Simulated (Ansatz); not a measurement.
Ansatz (a program for electronic structure) input (B3LYP-D3(BJ)/def2-TZVP):

Ansatz 0.2 input:
```yaml
crystal:
  periodic: [false, false, false]
  atoms:
    - {symbol: C, position_ang: [-1.51460717, 1.03739604, 0.74633568]}
    - {symbol: C, position_ang: [-0.58226216, -0.12877245, 0.39232207]}
    - {symbol: C, position_ang: [-1.38472447, -1.21506002, -0.34791967]}
    - {symbol: C, position_ang: [0.55151893, 0.34045717, -0.43732934]}
    - {symbol: C, position_ang: [1.95090565, -0.02094768, -0.13475553]}
    - {symbol: O, position_ang: [2.81232806, 0.56189501, -1.08510056]}
    - {symbol: H, position_ang: [-1.91595824, 1.48395941, -0.15998881]}
    - {symbol: H, position_ang: [-0.97250813, 1.80257337, 1.29631666]}
    - {symbol: H, position_ang: [-2.34313341, 0.68879516, 1.35887812]}
    - {symbol: H, position_ang: [-0.19251937, -0.56475553, 1.31946895]}
    - {symbol: H, position_ang: [-2.21257314, -1.55864535, 0.26843053]}
    - {symbol: H, position_ang: [-1.78303344, -0.81660927, -1.27753647]}
    - {symbol: H, position_ang: [-0.74721168, -2.06420214, -0.58118654]}
    - {symbol: H, position_ang: [0.36761897, 0.91117617, -1.32856888]}
    - {symbol: H, position_ang: [2.22007879, 0.31417369, 0.88749175]}
    - {symbol: H, position_ang: [2.07153929, -1.12475179, -0.13475730]}
    - {symbol: H, position_ang: [3.72186959, 0.32623153, -0.87652765]}
basis:
  gaussian:
    orbitals: def2-TZVP
hamiltonian:
  xc: b3lyp
  dispersion: d3bj
magnetization: {spin_polarized: true, initial_magnetization: 1}
relax: {f_tol: 0.002, max_steps: 150}
```

End of the output:

```
reference -7413.07420830 eV, -272.4254523929 hartree; 25, 24 occupied and 227, 228 virtual orbitals, 1535 factors
relax step  40: F+E_penalty+E_count = -7413.64904837 eV  Δ(F+E_penalty+E_count) = -1.175e-6 eV  max|allowed force component| = 1.931e-3 eV/Å  Δτ_max = 0.0032 Å  (35 SCF iters, accepted)
integrals: 0.19 GiB planned
1535 factors; their error is unknown
0.33 GiB of the device are held for the grids
1.47 GiB of device memory are held for the factors and their scratch space
mean field: 1.73 GiB planned
mean field evaluation 320: about -7413.0739 eV, gradient 1.1e-4 eV
mean field -7413.07388449 eV, -272.4254404930 hartree, gradient 1.3e-5 eV, S^2 0.754092; 1 other end points of the search recorded, 0 dependent functions left out
the calculation of the forces begins
reference -7413.07420830 eV, -272.4254523929 hartree; 25, 24 occupied and 227, 228 virtual orbitals, 1535 factors
Total energy: -7413.64937219 eV, -272.4465892758 hartree
Atom 0 at    -1.660805     1.104641     0.625964 Å, force     0.000087    -0.000226    -0.000133 eV/Å
Atom 1 at    -0.579945     0.032077     0.481281 Å, force     0.000056    -0.000011     0.000113 eV/Å
Atom 2 at    -1.169015    -1.252367    -0.140046 Å, force    -0.000033     0.000333     0.000123 eV/Å
Atom 3 at     0.589062     0.535575    -0.294420 Å, force    -0.000095    -0.000139    -0.000069 eV/Å
Atom 4 at     1.871223    -0.199444    -0.343328 Å, force     0.000368     0.000928    -0.000332 eV/Å
Atom 5 at     2.926019     0.710673    -0.657935 Å, force     0.000075    -0.001931    -0.000025 eV/Å
Atom 6 at    -2.050667     1.390690    -0.354338 Å, force    -0.000012     0.000017     0.000043 eV/Å
Atom 7 at    -1.263656     2.001342     1.103978 Å, force     0.000009    -0.000152    -0.000067 eV/Å
Atom 8 at    -2.497637     0.740089     1.224707 Å, force    -0.000208     0.000001     0.000094 eV/Å
Atom 9 at    -0.227426    -0.238323     1.486796 Å, force    -0.000014     0.000049    -0.000020 eV/Å
Atom 10 at    -1.999519    -1.625724     0.463720 Å, force     0.000004    -0.000020    -0.000027 eV/Å
Atom 11 at    -1.542047    -1.053278    -1.147282 Å, force    -0.000044    -0.000045    -0.000084 eV/Å
Atom 12 at    -0.420190    -2.043164    -0.208085 Å, force     0.000004     0.000026     0.000034 eV/Å
Atom 13 at     0.468434     1.365017    -0.981696 Å, force     0.000009     0.000136     0.000035 eV/Å
Atom 14 at     2.054864    -0.697826     0.620780 Å, force    -0.000153    -0.000166    -0.000092 eV/Å
Atom 15 at     1.833034    -0.999059    -1.105387 Å, force    -0.000050     0.000161     0.000461 eV/Å
Atom 16 at     3.715596     0.201994    -0.869136 Å, force    -0.000004     0.001039    -0.000054 eV/Å
Dipole moment:     0.004309    -0.358299     0.000499 e Å
```

It need not be the lowest isomer of its formula.
